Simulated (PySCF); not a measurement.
# Electronic absorption of C4H6Cl2O

Compound: C₄H₆Cl₂O.
Geometry (GFN2-xTB, Å), atoms numbered from 1 in this order:
```xyz
13
C4H6Cl2O angstrom
C      2.207    0.521   -0.264
C      1.537   -0.595   -0.493
O      0.217   -0.846   -0.290
C     -0.569    0.205    0.216
C     -1.987   -0.326    0.363
Cl    -2.964    0.834    1.283
Cl    -2.718   -0.598   -1.229
H      1.759    1.416    0.127
H      3.259    0.565   -0.474
H      2.009   -1.484   -0.890
H     -0.558    1.067   -0.464
H     -0.201    0.523    1.202
H     -1.996   -1.279    0.895
```

Level of theory: PySCF, TDDFT PBE0/def2-SVPD, vertical, gas phase, core orbitals frozen in the response.

```csv
state,E (eV),E (hartree),f,"main configurations (H = HOMO, L = LUMO)"
S1,6.15,0.2259,0.0016,H→L (98%)
S2,6.66,0.2448,0.013,H→L+1 (87%)
S3,6.86,0.2520,0.033,"H→L+3 (75%), H→L+1 (9%)"
S4,7.07,0.2599,0.0009,H-2→L (95%)
S5,7.12,0.2616,0.029,H-1→L (91%)
S6,7.16,0.2631,0.0052,"H→L+5 (56%), H→L+4 (37%)"
```

Triplets (Tamm–Dancoff): T1 4.52 eV, H→L+2 (93%); T2 6.09 eV, H→L (93%).

The lowest singlet comes at 202 nm (593 kJ/mol) in the ultraviolet; it is very weak; its leading configuration is HOMO→LUMO (98%). The strongest level in the table is S3 at 6.86 eV (181 nm, f = 0.033). Löwdin shares by element: HOMO carbon 60% or more, oxygen 25%, hydrogen 4% or more; LUMO chlorine 66%, carbon 25% or more. Of the 6 states listed, 3 reach f = 0.01 and none stays under 0.0005. Orbital energies (eV): HOMO-3 -9.44, HOMO-2 -8.92, HOMO-1 -8.86, HOMO -7.24, LUMO -0.21, LUMO+1 0.38, LUMO+2 0.48. The listed states span 1.01 eV, and the widest gap between neighbours is 0.51 eV (S1 to S2). No computed singlet lies in the visible range (380 to 750 nm); the lowest, at 202 nm, stands 2.88 eV above its violet end (3.26 eV). Singlets were solved by full linear response, triplets in the Tamm–Dancoff approximation.

On one thread, Arm Neoverse V2 (aarch64) (shared host), this took 23 s and 0.85 GiB of memory at its peak.

One conformer stands for the species.
